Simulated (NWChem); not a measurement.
Molecule: AlHOBr₂; SMILES [OH][Al]([Br])[Br]

```xyz
5

Al     0.6739    -0.0080     0.0000
Br    -0.4400    -1.9409     0.0000
Br    -0.4341     1.9411     0.0000
O      2.3598    -0.0727     0.0000
H      2.9574     0.6772     0.0000
```
Atoms are numbered in this order, from 1.

Results from NWChem. Coordinates come from a PBE0/def2-SVP optimisation.

Problem. Order these by “dipole (D)”, lowest first: PBE0/def2-TZVP; PBE0/def2-SVPD; PBE0/def2-SVP.

Solution. PBE0/def2-SVPD (1.49), PBE0/def2-TZVP (1.58), PBE0/def2-SVP (1.77)
